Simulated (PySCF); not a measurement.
**Gas-phase thermal properties of HOBr**

Energies from PySCF (xtb for GFN2), thermal terms from the rigid-rotor harmonic-oscillator model, ideal gas at 1 bar. 6-31G* has spherical d functions here. All species are closed-shell singlets. B3LYP is the form with VWN-RPA correlation. Br: all electrons, no relativistic terms. The harmonic model lacks anharmonicity and excited electronic states, which grow with temperature; levels with a mode under 35 cm⁻¹ are left out.

```json
[
 {"level": "B3LYP/6-31G*", "point group": "Cs", "σ": "1", "ZPE (kJ/mol)": "33.1", "S°298 (J/mol/K)": "248.2", "Cp298 (J/mol/K)": "38.2", "S°1000 (J/mol/K)": "300.9", "H1000 − H298 (kJ/mol)": "31.3"},
 {"level": "GFN2-xTB", "point group": "Cs", "σ": "1", "ZPE (kJ/mol)": "31.0", "S°298 (J/mol/K)": "247.7", "Cp298 (J/mol/K)": "39.0", "S°1000 (J/mol/K)": "301.4", "H1000 − H298 (kJ/mol)": "31.9"},
 {"level": "HF/6-31G*", "point group": "Cs", "σ": "1", "ZPE (kJ/mol)": "36.6", "S°298 (J/mol/K)": "246.7", "Cp298 (J/mol/K)": "37.1", "S°1000 (J/mol/K)": "298.3", "H1000 − H298 (kJ/mol)": "30.7"},
 {"level": "PBE/def2-SVP", "point group": "Cs", "σ": "1", "ZPE (kJ/mol)": "32.3", "S°298 (J/mol/K)": "248.4", "Cp298 (J/mol/K)": "38.6", "S°1000 (J/mol/K)": "301.7", "H1000 − H298 (kJ/mol)": "31.6"},
 {"level": "PBE0/def2-TZVP", "point group": "Cs", "σ": "1", "ZPE (kJ/mol)": "34.1", "S°298 (J/mol/K)": "247.3", "Cp298 (J/mol/K)": "37.8", "S°1000 (J/mol/K)": "299.8", "H1000 − H298 (kJ/mol)": "31.2"}
]
```
σ: rotational symmetry number. Electronic degeneracy used: 1. Frequencies are unscaled.
